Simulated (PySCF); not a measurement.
# Spectroscopy problems

Theoretical values (PySCF 2.14): NMR shieldings at PBE0/pcSseg-1/GIAO, GFN2-xTB structure. Rapidly exchanging positions averaged, one conformer, non-relativistic, isolated molecule.

Referencing at the same level of theory: 1H and 13C against TMS. Splittings of carbon signals by F and P are missing where no couplings were computed. Where no couplings were computed, multiplicities follow the n + 1 count of equivalent neighbours, and m marks all less simple cases (inequivalent or close neighbours, rings, F or P nearby). Shifts are as computed. Against solution values, carbons near 30 ppm lie about +3 ppm off and those near 130 ppm about +5 ppm. Of 1211 compounds with measured shifts, 218 miss one by over three times the rms of a fit or turn the order of signals round; such compounds aren't used in these exercises. OH and NH positions are gas-phase values without hydrogen bonding to other molecules.

Question: C5H8P2. 1H NMR (600 MHz, computed): δ 7.00 (m, 1H), 6.11 (m, 1H), 6.02 (m, 1H), 5.09 (m, 1H), 4.73 (m, 1H), 1.67 (m, 3H). 13C{1H} NMR (computed): δ 160.4 (C), 149.4 (CH), 133.0 (CH2), 127.9 (CH2), 27.0 (CH3). Give a structure.

Answer: `P(/C=C)=P/C(=C)C`. 5 carbon signals for 5 carbons: no two carbons are equivalent. Carbon types of the structure: 1 × C, 1 × CH, 2 × CH2, 1 × CH3, which accounts for all hydrogens. δC 160.4: fully substituted alkene carbon; the olefinic region. δC 149.4: alkene CH; as expected for a trigonal carbon in a double bond. δC 133.0, 127.9: terminal =CH2 carbon; an sp2 carbon of a C=C bond. δH 6.11, 6.02, 5.09, 4.73: hydrogen on a terminal =CH2 carbon; a vinylic proton, deshielded by the sp2 carbon and the C=C anisotropy.

The shifts were computed for this structure.

Question: C6H10N2Si. 1H NMR (500 MHz, computed): δ 8.17 (br s, 1H), 7.43 (m, 1H), 6.69 (m, 1H), 5.55 (m, 1H), 4.97 (m, 1H), 3.57 (m, 1H), 2.04 (m, 2H), 1.35 (m, 2H). 13C{1H} NMR (computed): δ 157.6 (C), 136.8 (CH), 111.8 (CH), 36.4 (CH), 21.4 (CH2). Identify the compound.

Answer: SMILES c1nc(C2C[SiH2]C2)c[nH]1. The formula gives 4 degrees of unsaturation (2 rings in the answer). 5 carbon signals for 6 carbons: some carbons are equivalent by symmetry or fast rotation. Carbon types of the structure: 1 × C, 3 × CH, 2 × CH2, leaving 3 H on heteroatoms. δC 157.6: substituted aromatic carbon next to a ring nitrogen. δC 136.8: aromatic CH between two ring heteroatoms. δC 111.8: aromatic CH next to a ring nitrogen. δH 8.17: hydrogen on a pyrrole-type ring nitrogen; labile proton, position sensitive to the medium.

The data come from this structure; uniqueness wasn't tested.
